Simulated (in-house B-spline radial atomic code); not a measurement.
Orbital energies and mean radii along the 19-electron series, configuration 1s2 2s2 2p6 3s2 3p6 3d3/2(1). The effective charge is n√(-2ε), a non-relativistic measure. Computed with an all-electron radial atomic-structure program (B-spline basis): Dirac-Hartree-Fock, jj configuration that fills j = l - 1/2 first, finite nuclei.

| ion | Z | energy of 2p1/2 (Eh) | mean radius of 2p1/2 (bohr) | energy of 3p3/2 (Eh) | mean radius of 3p3/2 (bohr) | energy of 3s1/2 (Eh) | mean radius of 3s1/2 (bohr) | effective charge of 2p1/2 |
| --- | --- | --- | --- | --- | --- | --- | --- | --- |
| Pm42+ | 61 | -349.33 | 0.081646 | -125.69 | 0.23957 | -136.84 | 0.24148 | 52.865 |
| Sm43+ | 62 | -363.98 | 0.079955 | -131.15 | 0.23484 | -142.85 | 0.23652 | 53.961 |
| Eu44+ | 63 | -378.97 | 0.078317 | -136.72 | 0.23028 | -149.01 | 0.23173 | 55.062 |
| Gd45+ | 64 | -394.33 | 0.076729 | -142.41 | 0.22589 | -155.31 | 0.2271 | 56.166 |
| Tb46+ | 65 | -410.05 | 0.075188 | -148.22 | 0.22166 | -161.76 | 0.22263 | 57.275 |
| Dy47+ | 66 | -426.15 | 0.073693 | -154.14 | 0.21757 | -168.37 | 0.2183 | 58.388 |
| Ho48+ | 67 | -442.62 | 0.072241 | -160.19 | 0.21363 | -175.12 | 0.21411 | 59.506 |
| Er49+ | 68 | -459.47 | 0.070829 | -166.36 | 0.20982 | -182.03 | 0.21006 | 60.628 |
| Tm50+ | 69 | -476.71 | 0.069457 | -172.65 | 0.20613 | -189.1 | 0.20612 | 61.755 |
| Yb51+ | 70 | ? | ? | ? | ? | ? | ? | ? |
| Lu52+ | 71 | ? | ? | ? | ? | ? | ? | ? |
| Hf53+ | 72 | -530.83 | 0.065556 | -192.23 | 0.19578 | -211.25 | 0.19501 | 65.166 |
| Ta54+ | 73 | -549.69 | 0.064322 | -199 | 0.19254 | -218.96 | 0.19152 | 66.314 |
| W55+ | 74 | ? | ? | ? | ? | ? | ? | ? |
| Re56+ | 75 | -588.69 | 0.061945 | -212.91 | 0.18636 | -234.88 | 0.18482 | 68.626 |
| Os57+ | 76 | -608.84 | 0.0608 | -220.05 | 0.1834 | -243.1 | 0.1816 | 69.79 |
| Ir58+ | 77 | -629.43 | 0.059681 | -227.31 | 0.18053 | -251.49 | 0.17847 | 70.961 |
| Pt59+ | 78 | -650.48 | 0.058588 | -234.7 | 0.17775 | -260.06 | 0.17543 | 72.138 |
| Au60+ | 79 | -672 | 0.057519 | -242.2 | 0.17504 | -268.81 | 0.17245 | 73.321 |

**Question.** Fill in the row of Yb51+.

**Answer.** energy of 2p1/2 (Eh): -494.35; mean radius of 2p1/2 (bohr): 0.068122; energy of 3p3/2 (Eh): -179.06; mean radius of 3p3/2 (bohr): 0.20257; energy of 3s1/2 (Eh): -196.32; mean radius of 3s1/2 (bohr): 0.20231; effective charge of 2p1/2: 62.887.

**Question.** Fill in the row of Lu52+.

**Answer.** energy of 2p1/2 (Eh): -512.39; mean radius of 2p1/2 (bohr): 0.066822; energy of 3p3/2 (Eh): -185.58; mean radius of 3p3/2 (bohr): 0.19912; energy of 3s1/2 (Eh): -203.7; mean radius of 3s1/2 (bohr): 0.19861; effective charge of 2p1/2: 64.024.

**Question.** Fill in the row of W55+.

**Answer.** energy of 2p1/2 (Eh): -568.97; mean radius of 2p1/2 (bohr): 0.063119; energy of 3p3/2 (Eh): -205.9; mean radius of 3p3/2 (bohr): 0.1894; energy of 3s1/2 (Eh): -226.83; mean radius of 3s1/2 (bohr): 0.18812; effective charge of 2p1/2: 67.467.

**Question.** How does the screening of 2p1/2 change?

**Answer.** Z less the effective charge goes from 8.14 at Z = 61 to 5.68 at Z = 79.
